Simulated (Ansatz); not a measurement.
Reactions of C3H4N2O, SMILES `N=C=CC(=N)O`.

Calculated with Ansatz (gas phase, PBE0-D4/def2-TZVP geometries, no zero-point term in ΔE). CCSD(T)/CBS adds triple-zeta CCSD(T) − MP2 to the extrapolated MP2 energy (def2 sets, frozen cores). This one scheme is used for every species, atoms too. Functionals use def2-TZVPP. No spin–orbit coupling; open shells (•) take unrestricted orbitals. Spin–orbit coupling would lower the free atoms: a little for C, O. Bonds to Br are less sure, by a few kJ/mol each and by 10 to 20 or more in all where they break to atoms, as the def2 sets lack core-valence functions. Scalar relativity is left out up to krypton. Each species was taken in one conformer, which may not be the lowest.

```
                                 reaction  ωB97X-V (eV)
           `N=C=CC(=N)O` → `C/N=C(/O)C#N`         -0.43
             `N=C=CC(=N)O` → `NC1=NC=C1O`          1.78
  `N=C=CC(=N)O` + H₂O → `N=C=CO` + `N=CO`          0.91
 `N=C=CC(=N)O` + HBr → `N=C=CBr` + `N=CO`          0.56
`N=C=CC(=N)O` + H₂O → `N=C(O)O` + `C=C=N`          0.00
    `N=C=CC(=N)O` + H₂ → `N=CO` + `C=C=N`         -0.43
  `N=C=CC(=N)O` → 3 C• + 4 H• + 2 N• + O•         44.69
               `N=C=CC(=N)O` → `Nc1ncco1`         -1.19
```

Task: Give the CCSD(T)/CBS values in the same order. (An estimate is asked.)

Result: Ansatz gave: -0.50, 1.77, 1.01, 0.56, 0.16, -0.41, 44.37, -1.07 eV.

Largest T1 diagnostic: 0.018, for `NC1=NC=C1O`.
